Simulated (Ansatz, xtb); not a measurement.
# Isomers of C4H9Br in order of energy

4 gas-phase structures of C4H9Br, from a drawn sample of its isomers (lower ones may exist). Each was relaxed with GFN2-xTB; where two conformers were screened, the lower at r2SCAN-D4/def2-SVP is listed:

A. `CCCCBr`, a singlet
B. `CC(C)CBr`, a singlet
C. `CC[C@@H](C)Br`, a singlet
D. `CC(C)(C)Br`, a singlet

Make a reasoned guess at their ranking by r2SCAN-D4/def2-SVP single-point energy.

Calculated order at r2SCAN-D4/def2-SVP: D (0.000), C (0.120), B (0.190), A (0.250) eV.

Energies above the lowest of each column, in eV; the last columns are at B3LYP/def2-SVP geometries:

| structure | GFN2-xTB | HF/STO-3G | r2SCAN-D4/def2-SVP | B3LYP/def2-SVP | CCSD(T)/def2-SVP + ΔMP2/def2-TZVPP |
| --- | --- | --- | --- | --- | --- |
| D | 0.000 | 0.013 | 0.000 | 0.000 | 0.000 |
| C | 0.114 | 0.001 | 0.120 | 0.045 | 0.124 |
| B | 0.127 | 0.005 | 0.190 | 0.115 | 0.171 |
| A | 0.196 | 0.000 | 0.250 | 0.123 | 0.241 |

CCSD(T)/def2-SVP + ΔMP2/def2-TZVPP puts D lowest; HF/STO-3G picks A. Flexible structures stand in one conformer each, not always the lowest. ΔMP2 is the change of the MP2 energy from the smaller to the larger basis.

Over these structures GFN2-xTB departs from r2SCAN-D4/def2-SVP by 0.028 eV on average once a common shift is removed. A GFN2-xTB relaxation took about 0.091 s and the r2SCAN-D4/def2-SVP energy about 5.1 s on a shared host (Ansatz 0.2.0, xtb 6.7.1).
